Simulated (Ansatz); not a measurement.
`CO[SiH](F)O[SiH2]Cl`, charge 0, multiplicity 1.

Task: Give a relaxed structure at PBE0-D4/def2-TZVP (Ansatz 0.2.0). (An estimate is asked.)

Result: Ansatz gave: 
Z-matrix (Å, degrees):
```
C
O 1 1.413
H 1 1.093 2 110.9
H 1 1.090 2 107.9 3 119.1
H 1 1.095 2 111.5 3 -121.8
Si 2 1.614 1 126.4 3 68.9
O 6 1.624 2 112.5 1 -59.3
F 6 1.583 2 105.8 1 -177.9
H 6 1.471 2 113.0 1 62.8
Si 7 1.624 6 149.8 2 -56.3
Cl 10 2.052 7 109.9 6 63.7
H 10 1.476 7 108.3 6 -178.9
H 10 1.477 7 110.7 6 -54.9
```
This is one stationary point; other conformers may exist.
